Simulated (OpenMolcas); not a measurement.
A calculation on Se2+.

| Item | Value |
| --- | --- |
| Program | OpenMolcas |
| Method | CASSCF |
| Basis | ANO-RCC-VQZP [7s6p4d2f1g] |
| Scalar Hamiltonian | DKH2, point nucleus |
| Active space | 2 electrons in 3 orbitals (4p) |
| State averaging | 2S+1 = 3 even, 3 roots; 2S+1 = 1 even, 6 roots |
| Spin-orbit coupling | RASSI with atomic mean-field integrals over the reference wave functions, term energies averaged over their components |

**Question.** Which level of the active space comes out lowest?

**Answer.** 4s² 4p² ³P₀, with 99 % of that term; it is also the measured ground level.

**Question.** How high does 4s² 4p² ¹S₀ lie?

**Answer.** 34246 cm⁻¹ above the lowest level.

**Question.** How high does 4s² 4p² ³P₂ lie?

**Answer.** 3523 cm⁻¹ above the lowest level; measured 3937 cm⁻¹ above the ground level, so the calculation is off by -11 %.

**Question.** How high does 4s² 4p² ³P₁ lie?

**Answer.** 1452 cm⁻¹ above the lowest level; measured 1741 cm⁻¹ above the ground level, so the calculation is off by -17 %.

Measured values: Moore, Atomic Energy Levels, vol. II, NSRDS-NBS 35 (1971 reprint of NBS Circular 467, 1952).

With the s shell closed, the reference lacks s² → p² mixing. Computed and measured levels are paired by configuration, term and J; levels that our copy of the source lacks, or whose pairing is in doubt (as where it misses far off the trend of its configuration), stay unpaired and out of the deviations. Levels of configurations outside the active space are missing.
